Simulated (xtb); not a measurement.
C₃H₆BFO, SMILES O1CCB1CF. All values are semi-empirical tight-binding results from xtb (GFN2-xTB unless named), good for trends rather than for accurate numbers. Geometry optimised at GFN2-xTB. This is a generated structure with no PubChem entry under its InChIKey; it may be hypothetical. Other conformers were not sampled.

```json
{
 "point_group_as_xtb_finds_it": "Cs",
 "orbital_gap": "5.36 eV",
 "dipole_moment": "2.27 D",
 "zero_point_energy": "56.8 kcal/mol",
 "G − E(el) at 298.15 K (modified RRHO)": "37.7 kcal/mol",
 "static polarisability (D4 model)": "50.9 bohr³",
 "solvation energy, GFN2-xTB/ALPB(water)": "-2.3 kcal/mol",
 "solvation energy, GFN2-xTB/ALPB(acetonitrile)": "-4.7 kcal/mol"
}
```

Computed IR lines (harmonic; lines under 4 % of the strongest left out, lines within 3 cm⁻¹ merged):
ν (cm⁻¹): 62 (w), 149 (w), 808 (m), 911 (s), 1004 (m), 1021 (s), 1034 (m), 1119 (vs), 1170 (m), 1189 (w), 1248 (vs), 1263 (m), 1315 (vs), 1423 (w), 1437 (w), 2928 (m), 2942 (m), 2967 (m), 2978 (m), 3031 (m), 3038 (w) (against the strongest line: vs over 80 %, s over 45 %, m over 15 %, w over 4 %, vw less)
